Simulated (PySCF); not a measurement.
Species: C5H8OSi2.
SMILES: `C#C[SiH2]C#C[SiH2]OC`

A PySCF run (density fitting, gas phase, GFN2-xTB geometry) gave HOMO -7.60 eV, LUMO -0.80 eV, dipole 1.51 D and E = -849.463 Eh.

Question: Which of these levels was it?
A. HCTH407/cc-pVDZ
B. PBE0/pcSseg-1
C. B97-D/def2-SVP
D. B3LYP/6-31G*

Answer: D. It is B3LYP/6-31G*. All candidates on this geometry:

```tsv
level and settings	kind	basis functions	SCF cycles	E (Eh)	HOMO (eV)	LUMO (eV)	dipole (D)
HCTH407/cc-pVDZ	GGA	160	17	-849.4719	-6.74	-1.68	1.25
B97-D/def2-SVP	GGA	160	16	-848.8625	-6.64	-1.56	1.42
B3LYP/6-31G*	global hybrid	136	15	-849.4630	-7.60	-0.80	1.51
PBE0/pcSseg-1	global hybrid	190	15	-848.8457	-8.14	-0.95	1.52
```

The nearest other candidate, by the summed differences of HOMO and LUMO, is PBE0/pcSseg-1: its HOMO differs by -0.54 eV and its LUMO by -0.15 eV. B97-D ran without the empirical dispersion term, which would shift the total energy alone. Cycle counts include a coarse-grid stage where the run had one. All basis functions are spherical, in the Pople sets too.

Conformer computed: `[CH:1]#[C:2][SiH2:3][C:4]#[C:5][SiH2:6][O:7][CH3:8]`: C5–Si6–O7–C8 58°.
